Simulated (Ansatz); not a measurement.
Basis-set extrapolation for CH4S2Si (`CS[Si]S`) (PBE0-D4/def2-TZVP geometry, frozen core, Ansatz). Multiplicity 1, RHF reference.

|  | def2-TZVPP | def2-QZVPP |
| --- | --- | --- |
| HF | -1124.262857 | -1124.295538 |
| MP2 correlation | -0.633338 | -0.684771 |
| CCSD(T) correlation | -0.720991 | -0.768791 |

Energies in hartree. Use E(X) = E(∞) + A·exp(−7.88·√X) for Hartree–Fock and E(X) = E(∞) + B·X^(−2.97) for correlation, with X = 3 and 4.

**Question.** What is the CCSD(T) energy at the basis-set limit?

**Answer.** HF limit: -1124.295538 + (-0.032681) × 0.13774 = -1124.30004. Correlation limit: -0.768791 + (-0.047800) × 0.74074 = -0.80420. Total: -1125.10424 hartree, 316.1 kJ/mol below CCSD(T)/def2-TZVPP.
